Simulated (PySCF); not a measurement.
A structure optimised at PBE-D3(BJ)/def2-SVP, used in a PySCF frequency run:

```
Zr
Cl 1 2.2723
Cl 1 2.2723 2 107.35
Cl 1 2.2723 2 107.35 3 115.15
```
Charge +1, spin multiplicity 1.

Question: Write its SMILES, formula and point group.

Answer: [Cl][Zr+]([Cl])[Cl], Cl3Zr, C3v

Question: What are its rotational constants (standard atomic weights)?

Answer: 1.8599, 1.8599, 1.0634 GHz
